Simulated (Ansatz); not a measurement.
Ansatz (an electronic-structure program) input:

Ansatz 0.2 input:
```yaml
crystal:
  periodic: [false, false, false]
  atoms:
    - {symbol: Sn, position_ang: [-0.38536218, 0.01064905, 0.49009196]}
    - {symbol: O, position_ang: [-1.40326548, -1.34040868, -0.31833494]}
    - {symbol: Cl, position_ang: [-0.23647735, 2.06533798, -0.98738718]}
    - {symbol: Cl, position_ang: [2.00499925, -0.74077242, 0.87755548]}
basis:
  gaussian:
    orbitals: def2-TZVP
hamiltonian:
  xc: b3lyp
  dispersion: d3bj
total_charge: -1
magnetization: {spin_polarized: true, initial_magnetization: 1}
relax: {f_tol: 0.002, max_steps: 150}
```

Task: Predict the final energy.

Result: -1210.25076 Eh (B3LYP-D3(BJ)/def2-TZVP). The basis has 155 functions.
